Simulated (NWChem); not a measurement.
System: C₂H₅BO₂; SMILES C=CB(O)O

Parts of the log:

```
             Northwest Computational Chemistry Package (NWChem) 7.3.0
             --------------------------------------------------------

 C1  symmetry detected

                             Geometry "geometry" -> ""
                             -------------------------

 Output coordinates in angstroms (scale by  1.889725989 to convert to a.u.)

  No.       Tag          Charge          X              Y              Z
 ---- ---------------- ---------- -------------- -------------- --------------
    1 B                    5.0000    -0.01152364    -0.50414792     0.00060874
    2 C                    6.0000    -0.66595245     0.91605240     0.00214093
    3 C                    6.0000     0.05127078     2.04771116    -0.00165174
    4 H                    1.0000    -1.75568353     1.00921816     0.00606701
    5 H                    1.0000    -0.40642859     3.03572347    -0.00095523
    6 H                    1.0000     1.13875963     2.02097116    -0.00561900
    7 O                    8.0000     1.35213039    -0.61540889     0.00086035
    8 H                    1.0000     1.61724431    -1.54778077    -0.00075035
    9 O                    8.0000    -0.74586505    -1.66910787    -0.00124692
   10 H                    1.0000    -1.69830636    -1.50383970    -0.00162871

 Effective nuclear repulsion energy (a.u.)     154.2997380959

                                Z-matrix (autoz)
                                --------

 Units are Angstrom for bonds and degrees for angles

[...]

      ----------------------
      Optimization converged
      ----------------------

  Step       Energy      Delta E   Gmax     Grms     Xrms     Xmax
  ---- ---------------- -------- -------- -------- -------- --------
@    5    -253.21276741 -2.0D-07  0.00003  0.00001  0.00052  0.00157
                                     ok       ok       ok       ok

                                Z-matrix (autoz)
                                --------

 Units are Angstrom for bonds and degrees for angles

[...]

 Rotational Constants
 --------------------
 A=   0.311155 cm-1  (  0.447672 K)
 B=   0.126910 cm-1  (  0.182591 K)
 C=   0.090144 cm-1  (  0.129694 K)

 Temperature                      =   298.15K
 frequency scaling parameter      =   1.0000

 Zero-Point correction to Energy  =   47.721 kcal/mol  (  0.076047 au)
 Thermal correction to Energy     =   51.306 kcal/mol  (  0.081762 au)
 Thermal correction to Enthalpy   =   51.898 kcal/mol  (  0.082705 au)

 Total Entropy                    =   74.558 cal/mol-K
   - Translational                =   38.723 cal/mol-K (mol. weight =  72.0383)
   - Rotational                   =   25.608 cal/mol-K (symmetry #  =        1)
   - Vibrational                  =   10.227 cal/mol-K

 Cv (constant volume heat capacity) =   19.825 cal/mol-K
   - Translational                  =    2.979 cal/mol-K
   - Rotational                     =    2.979 cal/mol-K
   - Vibrational                    =   13.866 cal/mol-K

[normal modes left out]

 ----------------------------------------------------------------------------
 Normal Eigenvalue ||           Projected Infra Red Intensities
  Mode   [cm**-1]  || [atomic units] [(debye/angs)**2] [(KM/mol)] [arbitrary]
 ------ ---------- || -------------- ----------------- ---------- -----------
    1       -0.000 ||    0.000117           0.003         0.114       0.023
    2        0.000 ||    0.000758           0.017         0.739       0.149
    3        0.000 ||    0.000839           0.019         0.817       0.164
    4        0.000 ||    0.000015           0.000         0.015       0.003
    5        0.000 ||    0.000001           0.000         0.001       0.000
    6        0.000 ||    0.000385           0.009         0.376       0.076
    7       92.205 ||    0.004793           0.111         4.673       0.940
    8      219.207 ||    0.003002           0.069         2.926       0.589
    9      398.792 ||    0.020255           0.467        19.746       3.971
   10      429.768 ||    0.004022           0.093         3.921       0.789
   11      480.971 ||    0.210379           4.854       205.088      41.245
   12      504.508 ||    0.013391           0.309        13.054       2.625
   13      579.464 ||    0.061060           1.409        59.524      11.971
   14      734.040 ||    0.109252           2.521       106.504      21.419
   15      769.844 ||    0.012395           0.286        12.083       2.430
   16      986.339 ||    0.206652           4.768       201.455      40.514
   17     1005.382 ||    0.132294           3.052       128.967      25.937
   18     1033.259 ||    0.041633           0.961        40.586       8.162
   19     1066.659 ||    0.018417           0.425        17.954       3.611
   20     1083.313 ||    0.001432           0.033         1.396       0.281
   21     1323.321 ||    0.194814           4.495       189.915      38.194
   22     1382.715 ||    0.077096           1.779        75.157      15.115
   23     1476.190 ||    0.181256           4.182       176.697      35.536
   24     1511.106 ||    0.101453           2.341        98.901      19.890
   25     1685.233 ||    0.034033           0.785        33.177       6.672
   26     3109.906 ||    0.020834           0.481        20.310       4.084
   27     3145.012 ||    0.012950           0.299        12.624       2.539
   28     3227.944 ||    0.011970           0.276        11.669       2.347
   29     3567.225 ||    0.025912           0.598        25.260       5.080
   30     3584.523 ||    0.028799           0.664        28.075       5.646
 ----------------------------------------------------------------------------
```

Level: B3LYP/3-21G. 

Q: Which NWChem input produces such a log?

A: This is not unique; one that fits is the input that was run:
```
start job
memory heap 200 mb stack 900 mb global 1100 mb
geometry units angstroms
  B     -0.009189    -0.507220     0.000663
  C     -0.660853     0.914251     0.002270
  C      0.058570     2.044512    -0.001695
  H     -1.750400     1.009537     0.006397
  H     -0.397206     3.033413    -0.000946
  H      1.146004     2.015656    -0.005865
  O      1.354246    -0.621134     0.000663
  H      1.617545    -1.554020    -0.000966
  O     -0.745796    -1.670749    -0.001016
  H     -1.697914    -1.503628    -0.001225
end
basis spherical
  B library 3-21g
  C library 3-21g
  H library 3-21g
  O library 3-21g
end
dft
  xc b3lyp
  iterations 150
end
driver
  maxiter 120
end
task dft optimize
task dft freq
```
